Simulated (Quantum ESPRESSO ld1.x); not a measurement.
Question: The mean radii <r> (bohr) of the occupied orbitals of an atom or ion are listed with their occupations. Method: Dirac Kohn-Sham, PBEsol, spin-unpolarised, spherical densities, point nucleus; computed with ld1.x of Quantum ESPRESSO 7.5.

orbital  occ.     <r>
1s1/2       1  0.5169

Name the element and its charge. Open shells, if any, fill j = l - 1/2 first.

Answer: Z = 3, lithium, charge +2: Li2+ in 1s1. The 1s radius gives Z: for a bare nucleus <r> = (2 gamma + 1)/(2Z) with gamma = sqrt(1 - (Z/c)^2), 0.4999 bohr for Z = 3, and the self-interaction of the functional makes it slightly larger (0.5169 here). The occupations add up to 1, and the charge is Z minus that.
